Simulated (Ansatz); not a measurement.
Reaction (substitution at a C–C bond): `NC/C(F)=N/[SiH3]` + `OCF` → `NCOCF` + `F/C=N/[SiH3]`

Calculated with Ansatz (gas phase, PBE0-D4/def2-TZVP geometries, no zero-point term in ΔE). CCSD(T)/CBS adds triple-zeta CCSD(T) − MP2 to the extrapolated MP2 energy (def2 sets, frozen cores). Double bonds are as drawn, so ΔE can hold a change between cis and trans. DFT in def2-TZVPP. One conformer a species, not always the lowest.

Is it downhill or uphill in electronic energy at CCSD(T)/CBS, and by how much? (Estimate.)

Computed: Uphill: ΔE = +42.0 kJ/mol.

What do these levels give: PBE0-D4, B2PLYP, r2SCAN, SCS-MP2/def2-TZVPP, CCSD(T)/def2-TZVPP, CCSD/CBS(def2)? (Best estimate.)

Ansatz gave: PBE0-D4 43.5, B2PLYP 36.9, r2SCAN 40.4, SCS-MP2/def2-TZVPP 39.2, CCSD(T)/def2-TZVPP 39.9, CCSD/CBS(def2) 41.8 kJ/mol.

Largest T1 diagnostic among the species: 0.014.

From PBE to PBE0 (25 % exact exchange), in def2-TZVPP and without D4, ΔE moves by +3.4 kJ/mol. The D4 term adds +3.9 kJ/mol with B3LYP and +2.2 kJ/mol with PBE0; it sums over pairs of atoms, weighted by their polarisabilities, and B3LYP, whose exchange is more repulsive, gets the larger term. In def2-TZVPP, CCSD(T) changes the Hartree–Fock value by +5.6 kJ/mol (the triples alone add +0.2 kJ/mol) and MP2 by +8.8 kJ/mol.

B3LYP here is the variant with VWN-RPA as its local correlation; programs differ in this.
